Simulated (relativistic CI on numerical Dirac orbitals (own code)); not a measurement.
Electric-dipole lines of W8+

These numbers are calculated, not measured: Dirac-Coulomb-Breit CI, KLI orbitals optimised for each configuration, model QED (radiative potential, 1s self-energy scaled to tabulated hydrogen-like ionisation energies), unscaled Slater integrals (own radial code, finite nucleus).

CI space (outside the closed core [Kr] 4d10): 4f¹⁴5s²5p⁴, 4f¹³5s²5p⁵, 4f¹⁴5s5p⁵, 4f¹⁴5s²5p³5d, 4f¹³5s²5p⁴5d, 4f¹⁴5s5p⁴5d, 4f¹⁴5s²5p³5f, 4f¹³5s²5p⁴6s, 4f¹⁴5p⁶, 4f¹³5p⁶5d. Double excitations out of closed p, d and f shells are left out; levels of such configurations are missing from the list, as are those of other unlisted configurations, and high levels can miss mixing partners. These lack a partner that the ground configuration has and come out too high: 4f¹³5s²5p⁴6s.

```tsv
λ vac (nm)	Lower	Upper	A (s⁻¹)	log gf	S velocity/length
20.425	4f¹⁴5s²5p⁴ ³P2 [1]	4f¹³5s²5p⁴5d ¹F°3 [197]	6.67e+09	-0.53	0.70
21.317	4f¹⁴5s²5p⁴ ³P2 [1]	4f¹³5s²5p⁴5d ³S°1 [158]	1.32e+10	-0.57	0.63
21.600	4f¹³5s²5p⁵ ³G5 [4]	4f¹³5s²5p⁴5d ³H°6 [190]	7.99e+09	-0.14	0.69
22.846	4f¹⁴5s²5p⁴ ³P2 [1]	4f¹⁴5s²5p³5d ³F°3 [126]	6.50e+09	-0.45	0.55
23.910	4f¹³5s²5p⁵ ¹F3 [3]	4f¹⁴5s²5p³5d ³F°3 [126]	5.71e+09	-0.47	0.54
23.914	4f¹³5s²5p⁵ ³F4 [2]	4f¹³5s²5p⁴5d ³H°5 [124]	7.43e+09	-0.15	0.58
23.956	4f¹³5s²5p⁵ ³F3 [6]	4f¹³5s²5p⁴5d ³G°3 [140]	1.32e+10	-0.10	0.57
24.119	4f¹³5s²5p⁵ ³G5 [4]	4f¹³5s²5p⁴5d ⁵G°5 [127]	1.31e+10	0.10	0.60
24.157	4f¹³5s²5p⁵ ³F4 [2]	4f¹³5s²5p⁴5d ³D°3 [120]	8.32e+09	-0.29	0.57
24.205	4f¹³5s²5p⁵ ³D2 [8]	4f¹³5s²5p⁴5d ³G°3 [143]	2.79e+10	0.23	0.60
24.215	4f¹³5s²5p⁵ ¹F3 [3]	4f¹³5s²5p⁴5d ³D°3 [120]	6.62e+09	-0.39	0.61
24.224	4f¹³5s²5p⁵ ³G5 [4]	4f¹³5s²5p⁴5d ³H°5 [124]	1.65e+10	0.20	0.62
24.259	4f¹³5s²5p⁵ ³F4 [2]	4f¹³5s²5p⁴5d ³G°4 [118]	1.74e+10	0.14	0.59
24.300	4f¹⁴5s²5p⁴ ³P2 [1]	4f¹³5s²5p⁴5d ³D°3 [101]	8.20e+09	-0.29	0.64
24.317	4f¹³5s²5p⁵ ¹F3 [3]	4f¹³5s²5p⁴5d ³G°4 [118]	6.49e+09	-0.29	0.60
24.356	4f¹³5s²5p⁵ ³G4 [9]	4f¹⁴5s²5p³5d ³F°4 [148]	2.22e+10	0.25	0.62
24.380	4f¹³5s²5p⁵ ¹D2 [7]	4f¹³5s²5p⁴5d ³F°2 [135]	1.33e+10	-0.23	0.65
24.385	4f¹³5s²5p⁵ ¹F3 [3]	4f¹³5s²5p⁴5d ³H°4 [117]	1.73e+10	0.14	0.62
24.398	4f¹⁴5s²5p⁴ ³P2 [1]	4f¹³5s²5p⁴5d ³P°2 [98]	1.00e+10	-0.35	0.59
24.439	4f¹³5s²5p⁵ ³F4 [2]	4f¹³5s²5p⁴5d ³G°5 [116]	1.33e+10	0.12	0.59
24.512	4f¹³5s²5p⁵ ³G4 [9]	4f¹⁴5s²5p³5d ³F°4 [146]	7.16e+09	-0.24	0.60
24.518	4f¹³5s²5p⁵ ³F4 [2]	4f¹³5s²5p⁴5d ³F°4 [113]	5.30e+09	-0.37	0.63
24.522	4f¹³5s²5p⁵ ¹D2 [7]	4f¹³5s²5p⁴5d ³F°2 [132]	2.22e+10	0.00	0.63
24.545	4f¹³5s²5p⁵ ³D1 [10]	4f¹³5s²5p⁴5d ⁵F°1 [147]	2.80e+10	-0.12	0.61
24.545	4f¹³5s²5p⁵ ³G5 [4]	4f¹³5s²5p⁴5d ³H°6 [119]	3.79e+10	0.65	0.61
24.599	4f¹³5s²5p⁵ ³G4 [9]	4f¹³5s²5p⁴5d ³I°5 [144]	3.43e+10	0.53	0.62
24.626	4f¹³5s²5p⁵ ¹D2 [7]	4f¹⁴5s²5p³5d ³F°3 [130]	1.31e+10	-0.08	0.65
24.647	4f¹³5s²5p⁵ ³F3 [6]	4f¹³5s²5p⁴5d ³H°4 [129]	2.01e+10	0.22	0.61
24.659	4f¹³5s²5p⁵ ¹F3 [3]	4f¹³5s²5p⁴5d ⁵D°2 [111]	1.21e+10	-0.26	0.60
24.679	4f¹³5s²5p⁵ ³D1 [10]	4f¹³5s²5p⁴5d ⁵G°2 [145]	2.08e+10	-0.02	0.63
24.777	4f¹³5s²5p⁵ ³F4 [2]	4f¹³5s²5p⁴5d ³H°5 [109]	1.26e+10	0.10	0.63
24.800	4f¹³5s²5p⁵ ³D2 [8]	4f¹³5s²5p⁴5d ³D°1 [133]	1.98e+10	-0.26	0.61
24.830	4f¹³5s²5p⁵ ³F3 [6]	4f¹³5s²5p⁴5d ³D°2 [125]	1.10e+10	-0.29	0.65
24.844	4f¹³5s²5p⁵ ³G5 [4]	4f¹³5s²5p⁴5d ³F°4 [113]	8.30e+09	-0.16	0.64
24.851	4f¹³5s²5p⁵ ¹D2 [7]	4f¹⁴5s²5p³5d ³F°3 [126]	7.21e+09	-0.33	0.68
24.860	4f¹³5s²5p⁵ ¹F3 [3]	4f¹³5s²5p⁴5d ³D°2 [108]	7.03e+09	-0.49	0.61
24.987	4f¹³5s²5p⁵ ³G4 [9]	4f¹³5s²5p⁴5d ³F°3 [139]	8.05e+09	-0.28	0.68
25.110	4f¹³5s²5p⁵ ³G5 [4]	4f¹³5s²5p⁴5d ³H°5 [109]	5.30e+09	-0.26	0.66
25.507	4f¹³5s²5p⁵ ¹F3 [3]	4f¹³5s²5p⁴5d ³D°3 [101]	6.95e+09	-0.32	0.68
25.731	4f¹³5s²5p⁵ ³F4 [2]	4f¹³5s²5p⁴5d ³G°4 [93]	3.88e+09	-0.46	0.71
25.939	4f¹³5s²5p⁵ ³F3 [6]	4f¹³5s²5p⁴5d ³G°3 [106]	6.77e+09	-0.32	0.75
26.141	4f¹³5s²5p⁵ ³F4 [2]	4f¹³5s²5p⁴5d ³F°4 [84]	3.73e+09	-0.46	0.83
26.283	4f¹³5s²5p⁵ ³F4 [2]	4f¹³5s²5p⁴5d ⁵D°3 [81]	6.35e+09	-0.34	0.76
26.512	4f¹³5s²5p⁵ ³G5 [4]	4f¹³5s²5p⁴5d ³F°4 [84]	1.01e+10	-0.02	0.80
26.885	4f¹³5s²5p⁵ ³G4 [9]	4f¹³5s²5p⁴5d ³G°3 [106]	7.01e+09	-0.27	0.85
```

Terms are leading LS components. Brackets give the number of a level in order of energy, since labels repeat. The list gives strong lines, with weight on those to low levels, among the lowest 200 of 514 levels, so that lines to higher ones, which can be the strongest, are missing. Levels whose partners in the same complex of configurations lie outside the list can be far off, and so can their lines. Rates are taken at the computed energies, electric ones in the length gauge. A velocity-to-length ratio far from 1 marks an uncertain rate.

At this charge configurations can still be misplaced by up to about 7 % of their energy. Levels and lines within the n = 5 or 6 shells can be off by up to 10 % or somewhat more, and those that change n by about 2 %, since core polarisation is missing. Levels that differ in their count of f electrons can be misplaced by several ten thousand cm⁻¹, since the correlation energy of f electrons is missing or only estimated; rates across such gaps can be off by orders of magnitude.

LS names give the leading component of a level, which can be under half, so a name can repeat, a term be missing and a line seem to break the LS rules.
